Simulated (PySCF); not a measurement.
# Working with the constants of AuO

ROHF-SCS-MP2 constants of AuO, ²Π (doublet), unpaired electrons π ↑ (Au def2-TZVPP with ECP60, O def2-TZVPP; scalar-relativistic core potentials (PySCF 2.14); masses 196.9666 and 15.9949 u):

| Item | Value |
| --- | --- |
| ωe | 592.5 cm⁻¹ |
| ωexe | 2.85 cm⁻¹ |
| Be | 0.31874 cm⁻¹ |
| αe | 0.00218 cm⁻¹ |

(1) What force constant and bond length do these constants imply?

(2) Estimate the centrifugal constant D from the Kratzer relation and find the Dunham coefficient a1.

Correlated steps freeze 1 core orbital. These are scalar-relativistic numbers at best; spin–orbit coupling would shift them, the dissociation energy most. With d or f electrons several states lie close, and the lowest PBE0 determinant need not be the measured ground state.

Answers

(1) Reduced mass μred = 14.794 u; k = 5.8918×10⁻⁷·μred·ωe² (u, cm⁻¹, mdyn/Å) = 3.06 mdyn/Å; Re = √(16.8576/(μred·Be)) (u, cm⁻¹, Å) = 1.891 Å.

(2) D = 4Be³/ωe² = 3.69e-07 cm⁻¹; a1 = −1 − αeωe/(6Be²) = -3.12.
